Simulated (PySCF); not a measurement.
MoF₆, SMILES [F][Mo]([F])([F])([F])([F])[F], multiplicity 1. Geometry optimised at PBE-D3(BJ)/def2-SVP. The spin state was assumed, not searched. The isomer is the one that the SMILES or the coordinates give; other isomers of the formula were not compared. The def2 effective core potentials stand for the cores of Mo; spin–orbit coupling is left out.

Computed with PySCF with PBE-D3(BJ)/def2-SVP.

Harmonic wavenumbers (cm⁻¹): 128, 128, 128, 251, 251, 251, 297, 297, 297, 641, 641, 707, 731, 731, 731. Rotational constants (GHz): 1.959, 1.959, 1.959; symmetry number 24.

Q: Work out the zero-point energy and the ideal-gas rigid-rotor harmonic-oscillator thermochemistry at 298.15 K and 1 atm.

A: ZPE = ½ Σ hcν = ½ × 6212 cm⁻¹ = 8.88 kcal/mol. H − E(el) = 14.68 kcal/mol. Entropy in cal/(mol K): translation 41.93, rotation 21.83, vibration 20.26, total 84.02. G − E(el) = -10.37 kcal/mol. Cp = 29.06 cal/(mol K). Modes under 150 cm⁻¹ make the vibrational entropy uncertain.
